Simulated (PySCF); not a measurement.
Isomers of C5H11NSSi2, mass 173.015 u with the commonest isotopes. Method: PBE0/pcSseg-1 in PySCF (dipole) on a GFN2-xTB geometry, gas phase. One conformer each, none proved a minimum here; rigid rotors.

Task: Order these by radius of gyration √(Σ m r²/M), smallest first.
A. `[CH:1]#[C:2][Si@@H:3]1[S:4][SiH2:5][CH2:6][CH2:7][N:8]1[CH3:9]` with C2–Si3–S4–Si5 -161°, Si3–S4–Si5–C6 44°, S4–Si5–C6–C7 0°, Si5–C6–C7–N8 -65°
B. `CC1=C(N([SiH3])[SiH3])SC=C1`
C. `[CH:1]#[C:2][Si@@H:3]1[CH2:4][CH2:5][NH:6][Si@@H:7]1[S:8][CH3:9]` with N6–Si7–S8–C9 -176°, C2–Si3–C4–C5 -87°, Si3–C4–C5–N6 -45°, C4–C5–N6–Si7 38°, C5–N6–Si7–S8 108°
D. `[CH:1]#[C:2][SiH2:3][NH:4][C@@H:5]1[CH2:6][CH2:7][S:8][SiH2:9]1` with C2–Si3–N4–C5 61°, Si3–N4–C5–C6 -85°, N4–C5–C6–C7 -172°, C5–C6–C7–S8 52°, C6–C7–S8–Si9 -30°, C7–S8–Si9–C5 3°

Result: B (2.244 Å), A (2.279 Å), C (2.331 Å), D (2.645 Å).

Task: Order these by rotational constant A, largest first.
A. `Cc1ccsc1N([SiH3])[SiH3]`
B. `[CH:1]#[C:2][SiH2:3][NH:4][C@@H:5]1[CH2:6][CH2:7][S:8][SiH2:9]1` with C2–Si3–N4–C5 61°, Si3–N4–C5–C6 -85°, N4–C5–C6–C7 -172°, C5–C6–C7–S8 52°, C6–C7–S8–Si9 -30°, C7–S8–Si9–C5 3°
C. `[CH:1]#[C:2][Si@@H:3]1[CH2:4][CH2:5][NH:6][Si@@H:7]1[S:8][CH3:9]` with N6–Si7–S8–C9 -176°, C2–Si3–C4–C5 -87°, Si3–C4–C5–N6 -45°, C4–C5–N6–Si7 38°, C5–N6–Si7–S8 108°
D. `[CH:1]#[C:2][Si@@H:3]1[S:4][SiH2:5][CH2:6][CH2:7][N:8]1[CH3:9]` with C2–Si3–S4–Si5 -161°, Si3–S4–Si5–C6 44°, S4–Si5–C6–C7 0°, Si5–C6–C7–N8 -65°

Result: B (2041 MHz), D (1427 MHz), A (1384 MHz), C (1187 MHz).

Task: Order these by dipole moment, smallest first.
A. `[CH:1]#[C:2][SiH2:3][NH:4][C@@H:5]1[CH2:6][CH2:7][S:8][SiH2:9]1` with C2–Si3–N4–C5 61°, Si3–N4–C5–C6 -85°, N4–C5–C6–C7 -172°, C5–C6–C7–S8 52°, C6–C7–S8–Si9 -30°, C7–S8–Si9–C5 3°
B. `[CH:1]#[C:2][Si@@H:3]1[CH2:4][CH2:5][NH:6][Si@@H:7]1[S:8][CH3:9]` with N6–Si7–S8–C9 -176°, C2–Si3–C4–C5 -87°, Si3–C4–C5–N6 -45°, C4–C5–N6–Si7 38°, C5–N6–Si7–S8 108°
C. `c1c(C)c(sc1)N([SiH3])[SiH3]`
D. `[CH:1]#[C:2][Si@@H:3]1[S:4][SiH2:5][CH2:6][CH2:7][N:8]1[CH3:9]` with C2–Si3–S4–Si5 -161°, Si3–S4–Si5–C6 44°, S4–Si5–C6–C7 0°, Si5–C6–C7–N8 -65°

Result: C (0.85 D), B (1.03 D), A (1.92 D), D (2.96 D).

```csv
SMILES,point group,Ia (u·Å²),Ib (u·Å²),Ic (u·Å²),κ,μa (D),μb (D),μc (D)
Cc1ccsc1N([SiH3])[SiH3],C1,365.10,591.19,786.34,-0.43,0.17,0.80,0.26
C#C[Si@@H]1S[SiH2]CCN1C,C1,354.19,595.31,847.65,-0.39,0.30,2.94,0.22
C#C[SiH2]N[C@@H]1CCS[SiH2]1,C1,247.64,981.42,1191.78,-0.89,1.79,0.66,0.23
C#C[Si@@H]1CCN[Si@@H]1SC,C1,425.74,601.30,853.37,-0.17,0.96,0.36,0.16
```
